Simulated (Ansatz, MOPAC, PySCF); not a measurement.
System: C$_{2}$H$_{7}$O$_{2}$Si, net charge 0, doublet state. SMILES: C[Si](C)([O])O
Geometry from a B3LYP-D3(BJ)/def2-TZVP (Ansatz, an electronic-structure program) optimisation:
```
Si
O 1 1.6486
H 2 0.9605 1 118.43
O 1 1.6546 2 114.12 3 -46.19
C 1 1.8613 2 105.33 3 -168.99
H 5 1.0903 1 110.70 2 -176.56
H 5 1.0907 6 108.61 1 121.61
H 5 1.0917 6 108.95 7 117.48
C 1 1.8829 2 111.80 3 67.02
H 9 1.0894 1 111.25 2 174.70
H 9 1.0900 10 108.73 1 -123.25
H 9 1.0933 10 109.19 11 -118.33
```
Charge 0, spin multiplicity 2.

Unscaled harmonic wavenumbers (cm⁻¹) in rising order, each level at the stationary point that it reaches from this structure (no distance between atoms moves by over 0.3 Å); the order of modes can differ between levels, and a negative number is imaginary. B3LYP-D3(BJ)/def2-TZVP (PySCF, at the structure above): 126, 139, 156, 187, 245, 256, 278, 316, 618, 684, 700, 747, 765, 799, 836, 891, 945, 1255, 1280, 1441, 1454, 1457, 1468, 3032, 3040, 3109, 3113, 3123, 3131, 3866.

PM3 (MOPAC): 60, 79, 162, 182, 194, 241, 251, 262, 565, 621, 798, 806, 816, 826, 898, 973, 991, 1297, 1306, 1398, 1403, 1405, 1406, 3132, 3132, 3134, 3134, 3223, 3226, 3937. Zero-point energy 57.0 against 56.4 kcal/mol; where all levels lie over 400 cm⁻¹, the wavenumbers are on average 1.019 times those of B3LYP-D3(BJ)/def2-TZVP.

HF/6-31G* (Ansatz): 132, 141, 170, 213, 251, 270, 313, 361, 661, 755, 809, 821, 830, 877, 930, 990, 1006, 1460, 1465, 1598, 1599, 1604, 1610, 3194, 3200, 3262, 3268, 3270, 3274, 4136. Zero-point energy 60.7 against 56.4 kcal/mol; where all levels lie over 400 cm⁻¹, the wavenumbers are on average 1.090 times those of B3LYP-D3(BJ)/def2-TZVP.
